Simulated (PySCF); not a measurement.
# Ionisation energy of S²⁺ by level of theory

S²⁺ [Ne] 3s2 3p2 (3P) → S³⁺ [Ne] 3s2 3p1 (2P), as a difference of total energies. Computed with PySCF 2.14 in def2-QZVPPD, with the non-relativistic Hamiltonian (point nucleus). Correlated levels: valence: [Ne] frozen. The calculations carry no spin-orbit coupling.

| method | ionisation energy (eV) |
| --- | --- |
| UHF | 34.159 |
| MP2 (valence) | 34.683 |
| SCS-MP2 (valence) | 34.587 |
| CCSD (valence) | 34.715 |
| CCSD(T) (valence) | 34.753 |

Question: How much does correlation contribute at CCSD(T) (valence)?

Answer: 34.753 − (34.159) = 0.594 eV, measured against UHF.

A first-order spin-orbit estimate (lowest level to lowest level, LS coupling) adds -0.009 eV.

Errors of the correlated levels include the incompleteness of this basis and the frozen core.

For comparison: 34.86 ± 0.04 eV (semi-empirical (NIST evaluation); NIST Atomic Spectra Database, ionization energies).
